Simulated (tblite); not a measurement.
Problem. Give a GFN2-xTB geometry of `C=CC(Cl)(Cl)[C@@H](C)O`.

Solution. 
Z-matrix in Å and degrees, rows numbered from 1:
```
C 
C   1  1.3204
C   2  1.4934  1  125.77
Cl  3  1.7908  2  107.24  1   123.81
Cl  3  1.8042  2  107.03  1  -120.89
C   3  1.5416  2  116.56  1     0.84
C   6  1.5278  3  112.53  2   176.95
O   6  1.4016  3  110.19  2   -58.10
H   1  1.0750  2  122.74  3     1.18
H   1  1.0762  2  120.49  3   179.94
H   2  1.0823  1  120.81  3   179.94
H   6  1.0961  3  107.27  2    56.49
H   7  1.0879  6  110.45  3    57.23
H   7  1.0852  6  111.02  3   -63.96
H   7  1.0868  6  108.50  3   176.35
H   8  0.9666  6  108.25  3   -63.85
```

The C–C distances run from 1.320 Å (C1=C2, drawn double) to 1.542 Å (C3–C6, drawn single), a spread of 0.222 Å. Of the pairs four or more bonds apart, O8···H9 is among the closest relative to their van der Waals radii: 2.41 Å, 88 % of the sum of Bondi's values. O8 (alcohol oxygen) is bent (angle 108.3°).

Computed geometry: GFN2-xTB, gas phase.

Point group: C1 (no symmetry element, even within 0.4 Å). Its GFN2-xTB frequencies are all real (lowest 66 cm⁻¹). The numbers are those of one conformer (C1–C2–C3–Cl4 124°, C2–C3–C6–C7 177°, C3–C6–O8–H -64°). 3 starts were optimised and ended at 0.00, 0.45 and 3.29 kcal/mol (GFN2-xTB); the lowest of these is shown.
